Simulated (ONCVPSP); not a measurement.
Ag (Z = 47), ONCV: configuration errors across variants

```
Element                 : Ag
Generator               : ONCVPSP 4.0.1
Type                    : optimised norm-conserving Vanderbilt (ONCV)
Functional              : PBEsol
Relativity              : scalar-relativistic
Frozen core             : [Ar] 3d10
Valence charge          : 19
Reference configuration : 4s2 4p6 4d10 5s1
Partial waves           : 4s+5s: rc 1.35 bohr, ncon 4, nbas 7, qcut 7.7 1/bohr, 3 projectors, debl 3.1 Ha; 4p: rc 1.25 bohr, ncon 5, nbas 8, qcut 13.6 1/bohr, 2 projectors, debl 0.4 Ha; 4d: rc 1.25 bohr, ncon 3, nbas 8, qcut 14.7 1/bohr, local
Local potential         : the d channel
Core correction         : none
```

In the p channel the program set the typed energies aside and used -2.150, 0.250 Ha.

All-electron excitation energies from the reference (eV): (1) 4s2 4p6 4d10 5s0 7.746; (2) 4s2 4p6 4d9 5s0 29.860; (3) 4s2 4p6 4d8 5s0 66.042; (4) 4s2 4p6 4d10 5s0.5 3.020.

A true bound ghost makes a file unfit for plane-wave use even where its test errors are small: the radial tests pick states by their node count and pass the ghost by.

Errors AE − PS in meV (a dash: test not solved or not reliable):

```tsv
change	(1)	(2)	(3)	(4)	bound ghosts	GHOST(+) flags above zero
base	-1.2	-2.6	-3.5	-0.5	none	s
s: debl 0.25	-1.2	-2.6	-3.5	-0.5	s	s
s: debl 0.4	-1.2	-2.6	-3.5	-0.5	s	s
s: debl 0.65	-1.2	-2.6	-3.5	-0.5	s	s
s: debl 0.9	-1.2	-2.6	-3.5	-0.5	s	s
s: debl 1.45	-1.2	-2.6	-3.5	-0.5	s	s
s: debl 2.25	-1.2	-2.6	-3.5	-0.5	none	s
s: debl 3.65	-1.2	-2.6	-3.5	-0.5	none	s
s: debl 4.55	-1.2	-2.6	-3.5	-0.5	none	s
```

**Question.** Give the same row for: s: debl 0.2.

**Answer.** -1.2, -2.6, -3.6, -0.5; bound ghosts: s; GHOST(+) flags above zero: s.
